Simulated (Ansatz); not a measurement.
Ansatz (a quantum-chemistry and plane-wave program) input file for In(OH)2(OSiH3) (H5InO3Si), SMILES [O]([SiH3])[In]([OH])[OH], PBE/def2-SVPD. Coordinates come from a PBE0-D3(BJ)/def2-SVP optimisation. The def2 effective core potentials stand for the cores of In; spin–orbit coupling is left out. One conformer was computed; it need not be the lowest.

Ansatz 0.2 input:
```yaml
crystal:
  periodic: [false, false, false]
  atoms:
    - {symbol: In, position_ang: [0.00319956, 0.62059275, -0.00000000]}
    - {symbol: O, position_ang: [1.37872872, 2.05253487, 0.00000000]}
    - {symbol: H, position_ang: [0.98743097, 2.93376840, 0.00000000]}
    - {symbol: O, position_ang: [-1.97678815, 0.82962670, 0.00000000]}
    - {symbol: H, position_ang: [-2.25536823, 1.75262636, 0.00000000]}
    - {symbol: O, position_ang: [0.69308934, -1.23047116, -0.00000000]}
    - {symbol: Si, position_ang: [0.05464608, -2.75466101, 0.00000000]}
    - {symbol: H, position_ang: [-0.79431120, -3.00016433, 1.21027151]}
    - {symbol: H, position_ang: [1.17449702, -3.74338002, 0.00000000]}
    - {symbol: H, position_ang: [-0.79431120, -3.00016434, -1.21027151]}
basis:
  gaussian:
    orbitals: def2-SVPD
hamiltonian:
  xc: {name: PBE}
```

Log of the run:

```
WARN ansatz: RAYON_NUM_THREADS=1 ignored (pool sized by the plan → 1); use --threads N
Functional definition: PBE
integrals: 0.11 GiB planned
1456 factors; their error is unknown
mean field: 0.66 GiB planned
mean field evaluation 1: about -19235.4159 eV, gradient 1.1e2 eV
mean field evaluation 2: about -19059.7123 eV, gradient 2.8e2 eV
mean field evaluation 4: about -19253.6771 eV, gradient 4.9e1 eV
mean field evaluation 8: about -19258.4680 eV, gradient 2.4e-1 eV
mean field evaluation 16: about -19258.4275 eV, gradient 2.2e-4 eV
mean field -19258.42749164 eV, -707.7341564869 hartree, gradient 3.5e-5 eV, S^2 0.000000; 0 other end points of the search recorded, 0 dependent functions left out
reference -19258.42755285 eV, -707.7341587362 hartree; 32, 32 occupied and 133, 133 virtual orbitals, 1456 factors
Total energy: -19258.42755285 eV, -707.7341587362 hartree
```

The calculation finished and met its thresholds.
